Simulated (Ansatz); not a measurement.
`[NH]=[V]([NH2])([OH])[OH]` + HCl → `[NH]=[V]([OH])([OH])[Cl]` + NH₃  (ligand exchange at a V–N bond)

Computed with Ansatz on PBE0-D4/def2-TZVP structures; ΔE is electronic, products minus reactants. CCSD(T)/CBS adds triple-zeta CCSD(T) − MP2 to the extrapolated MP2 energy (def2 sets, frozen cores). This one scheme is used for every species. Functionals use def2-TZVPP. For V outer-core shells are correlated without core-valence functions, which leaves a few kJ/mol of doubt a bond. Scalar relativity is left out up to krypton. Each species was taken in one conformer, which may not be the lowest.

`[NH]=[V]([NH2])([OH])[OH]`:

```xyz
10

N     1.449   -0.441    0.157
V     0.014    0.202   -0.176
N    -1.156   -0.769    0.838
O    -0.378    0.053   -1.904
O    -0.045    1.922    0.270
H     2.380   -0.797    0.320
H    -2.147   -0.567    0.817
H    -0.938   -1.530    1.459
H     0.160   -0.440   -2.524
H     0.660    2.367    0.742
```

HCl:

```xyz
2

Cl    0.333   -0.083   -0.539
H    -0.333    0.083    0.539
```

`[NH]=[V]([OH])([OH])[Cl]`:

Cartesian coordinates in Å:
```
N -0.018 0.786 -1.276
V -0.238 -0.070 0.055
O 0.372 -1.691 -0.306
O 0.644 0.651 1.392
Cl -2.359 -0.135 0.519
H 0.007 1.283 -2.157
H 0.422 -2.274 0.462
H 1.171 1.450 1.312
```

NH₃:

Z-matrix (Å, degrees):
```
N
H 1 1.013
H 1 1.013 2 107.1
H 1 1.013 2 107.1 3 -114.5
```

```
                    species  r2SCANh-D4 energy (Eh)
`[NH]=[V]([NH2])([OH])[OH]`             -1207.02379
                        HCl              -460.78460
 `[NH]=[V]([OH])([OH])[Cl]`             -1611.28885
                        NH₃               -56.54572
```

(1) Work out ΔE.

Largest T1 diagnostic among the species: 0.030, so the coupled-cluster value is less sure than usual.

## Answers

(1) ΔE = (-1611.28885) + (-56.54572) − (-1207.02379) − (-460.78460) = -0.02618 Eh = -68.7 kJ/mol. CCSD(T)/CBS gives -60.1 kJ/mol.

Leaving LDA and LC-ωPBE aside and taking each functional with its dispersion term where it has one, the values, not all of them listed here, spread over 13.4 kJ/mol, from B97M-V to CAM-B3LYP-D4. LDA lies +8.2 kJ/mol from PBE without D4.
